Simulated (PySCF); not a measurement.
Cl3HOTi, charge +1, multiplicity 2. Atoms are numbered in the order given.

```xyz
6

Ti     0.0000     0.0000     0.3532
Cl    -1.7400    -1.0046    -0.5313
Cl     0.0000     2.0092    -0.5313
Cl     1.7400    -1.0046    -0.5313
O      0.0000     0.0000     2.0393
H      0.0000     0.0000     3.0121
```
Charge +1, spin multiplicity 2.

Geometry optimised at PBE0-D3(BJ)/def2-SVP. The geometry has at least one imaginary mode, so it is a saddle point at that level. The spin state was assumed, not searched. The isomer is the one that the SMILES or the coordinates give; other isomers of the formula were not compared. The values are those of a single conformer.

Calculation: CAM-B3LYP/def2-TZVP (PySCF).

ESP charges are fitted to the potential on shells at 1.4 to 2.0 van der Waals radii. Atomic charges (e):

```csv
atom,Löwdin,Mulliken,ESP fit,Mulliken spin
Ti1,-0.40,1.22,0.15,-0.25
Cl2,0.43,0.00,0.22,0.42
Cl3,0.43,0.00,0.21,0.42
Cl4,0.43,0.00,0.22,0.42
O5,-0.11,-0.63,-0.21,0.00
H6,0.23,0.41,0.41,0.00
```
